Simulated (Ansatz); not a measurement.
Consider the ligand exchange at a B–C bond: `N=C(Cl)BN` + `[CH3][AlH][OH]` → `[CH3][AlH][O]BN` + `N=CCl`.

Computed with Ansatz on PBE0-D4/def2-TZVP structures; ΔE is electronic, products minus reactants. CBS: MP2 limit from def2 TZ/QZ plus the TZ coupled-cluster correction, frozen cores. This one scheme is used for every species. DFT in def2-TZVPP. Each species was taken in one conformer, which may not be the lowest.

CCSD(T)/CBS gives -81.1 kJ/mol.

Task: Another level gave -81.4 kJ/mol. Which?
A. r2SCAN/def2-TZVPP
B. B2PLYP/def2-TZVPP
C. PBE-D4/def2-TZVPP
D. HF/def2-TZVPP

Result: A. r2SCAN -81.4, B2PLYP -86.7, PBE-D4 -72.9, HF/def2-TZVPP -111.5 kJ/mol.

Largest T1 diagnostic among the species: 0.014.

The D4 term adds +4.2 kJ/mol with B3LYP and +2.1 kJ/mol with PBE0; it sums over pairs of atoms, weighted by their polarisabilities, and B3LYP, whose exchange is more repulsive, gets the larger term. In def2-TZVPP, CCSD(T) changes the Hartree–Fock value by +29.0 kJ/mol (the triples alone add +5.7 kJ/mol) and MP2 by +29.4 kJ/mol.

B3LYP here is the variant with VWN-RPA as its local correlation; programs differ in this.
